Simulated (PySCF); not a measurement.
A structure optimised at PBE0-D3(BJ)/def2-TZVP, used in a PySCF frequency run:

```
Si
H 1 1.4858
H 1 1.4858 2 109.28
H 1 1.4894 2 108.74 3 118.55
Ge 1 2.3690 2 108.74 4 122.89
H 5 1.5415 1 114.62 2 175.60
H 5 1.5415 6 109.38 1 -130.30
```
Charge 0, spin multiplicity 2.

**Question.** Write its SMILES, formula and point group.

**Answer.** [SiH3][GeH2], GeH5Si, Cs

**Question.** What are its rotational constants (standard atomic weights)?

**Answer.** 51.453, 3.7298, 3.6628 GHz
